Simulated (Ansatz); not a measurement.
Gas-phase electronic energies from Ansatz, PBE0-D4/def2-TZVP geometries. CBS: MP2 limit from def2 TZ/QZ plus the TZ coupled-cluster correction, frozen cores. Functionals use def2-TZVPP. For Br, Se, Ti outer-core shells are correlated without core-valence functions, which leaves a few kJ/mol of doubt a bond. Scalar relativity is left out up to krypton. One conformer a species, not always the lowest.

Consider the ligand exchange at a Ti–Se bond: `[F][Ti]([Cl])([Cl])[SeH]` + HBr → `[F][Ti]([Cl])([Cl])[Br]` + H₂Se.

| level | ΔE (kcal/mol) |
| --- | --- |
| CAM-B3LYP-D4 | -11.7 |
| PBE | -10.9 |

**Question.** What does CCSD(T)/CBS give? (Estimate.)

**Answer.** Ansatz gave: -10.7 kcal/mol. The listed levels differ from it by -1.0, -0.2 kcal/mol.

**Question.** What do rigid-rotor, harmonic-oscillator terms from PBE0-D4/def2-TZVP frequencies (298.15 K, 1 bar) make of the CCSD(T)/CBS value? (An estimate is asked.)

**Answer.** The calculation gave: ΔZPE = +0.5 kcal/mol, ΔH = -10.5 kcal/mol, ΔS = 3 J/(mol·K), ΔG = -10.7 kcal/mol.

Largest T1 diagnostic among the species: 0.024, so the coupled-cluster value is less sure than usual.

In def2-TZVPP, CCSD(T) changes the Hartree–Fock value by +3.3 kcal/mol (the triples alone add +0.5 kcal/mol) and MP2 by +3.6 kcal/mol. From BLYP to BHLYP (50 % exact exchange), in def2-TZVPP and without D4, ΔE moves by −0.8 kcal/mol. Leaving LDA and LC-ωPBE aside and taking each functional with its dispersion term where it has one, the values, not all of them listed here, spread over 1.9 kcal/mol, from B97M-V to revPBE-D4.

CCSD(T)/CBS has its own doubt, a few kJ/mol and more with outer-core shells, so smaller differences from it don't rank the levels.
